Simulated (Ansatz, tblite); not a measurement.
Cost and result up the ladder for the cluster Si₃Sn⁻ (the lowest doublet isomer of a short search) (4 atoms). Charge -1, multiplicity 2. Geometry: r2SCAN-D4/def2-SVPD.

```xyz
4

Si    1.045    0.019   -0.581
Si   -0.210   -1.909   -0.747
Si   -1.063   -0.180    0.519
Sn    0.227    2.070    0.810
```

Ansatz on 4 threads of Arm Neoverse N1 on a shared host; xTB runs through tblite on one thread. Times are rough, summed over both states, and most runs start from the orbitals of an earlier one. PBE0-D4/def2-TZVPD serves as the yardstick here, not as an exact answer. The other state is a quartet at its own geometry, which has other bonds, so the gap mixes isomer and spin.

In the def2 sets Sn takes a core potential; there is no spin–orbit coupling. The xTB rows come from tblite. LC-ωPBE has ω = 0.4 bohr⁻¹. The structure comes from a short search, and lower isomers may exist.

Run but left out: HF/STO-3G (doublet: ⟨S²⟩ 1.06, where a pure state has 0.75); MP2/def2-TZVPD (quartet: ⟨S²⟩ 3.95, where a pure state has 3.75).

xTB has no spin-polarisation term.

```tsv
level	functions	quartet − doublet (eV)	difference from PBE0-D4/def2-TZVPD (eV)	remarks
r2SCAN-D4/def2-TZVPD	185	1.43	-0.04	HOMO above zero (quartet)
PBE-D4/def2-TZVPD	185	1.40	-0.07	HOMO above zero (doublet), HOMO above zero (quartet)
revPBE-D4/def2-TZVPD	185	1.37	-0.10	HOMO above zero (doublet), HOMO above zero (quartet)
PBE0-D4/def2-TZVPD	185	1.47	0.00	–
LC-ωPBE/def2-TZVPD (with forces)	185	1.60	0.13	–
GFN2-xTB	36	0.97	-0.50	–
```

Q: Estimate how long each takes.

A: GFN2-xTB 0.017 s; revPBE-D4/def2-TZVPD 11 s; PBE-D4/def2-TZVPD 12 s; PBE0-D4/def2-TZVPD 20 s; r2SCAN-D4/def2-TZVPD 30 s; LC-ωPBE/def2-TZVPD (with forces) 39 s. On shared hardware such times vary by a factor of up to 3.
